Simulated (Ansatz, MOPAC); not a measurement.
System: TeF$_{3}$, net charge 0, doublet state. SMILES: F[Te](F)F

Atoms: Te1, F2, F3, F4. Bonds: Te1-F2, Te1-F3, Te1-F4.

Bond lengths (Å) and angles (degrees) optimised at PM6 with MOPAC; PBE/6-31G* with LANL2DZ past Ar with Ansatz (a first-principles code); B3LYP/LANL2DZ with Ansatz, each started from the B3LYP-D3(BJ)/def2-TZVP structure (Ansatz) of the last column. A row stands for all coordinates that are equal there. 6-31G* holds six Cartesian d functions. No wavenumbers were computed at PBE/6-31G* with LANL2DZ past Ar, B3LYP/LANL2DZ, so these may be saddle points.

```json
[
 {"coordinate": "Te1-F2", "PM6": "1.857", "PBE/6-31G* with LANL2DZ past Ar": "1.949", "B3LYP/LANL2DZ": "1.994", "B3LYP-D3(BJ)/def2-TZVP": "1.959"},
 {"coordinate": "Te1-F3", "PM6": "1.904", "PBE/6-31G* with LANL2DZ past Ar": "1.884", "B3LYP/LANL2DZ": "1.932", "B3LYP-D3(BJ)/def2-TZVP": "1.876"},
 {"coordinate": "F2-Te1-F3", "PM6": "85.9", "PBE/6-31G* with LANL2DZ past Ar": "82.2", "B3LYP/LANL2DZ": "83.4", "B3LYP-D3(BJ)/def2-TZVP": "84.6"},
 {"coordinate": "F2-Te1-F4", "PM6": "171.8", "PBE/6-31G* with LANL2DZ past Ar": "164.4", "B3LYP/LANL2DZ": "166.7", "B3LYP-D3(BJ)/def2-TZVP": "169.3"}
]
```

Mean signed difference of all 3 bond lengths from B3LYP-D3(BJ)/def2-TZVP: PM6 -0.058 Å, PBE/6-31G* with LANL2DZ past Ar -0.003 Å, B3LYP/LANL2DZ 0.043 Å.
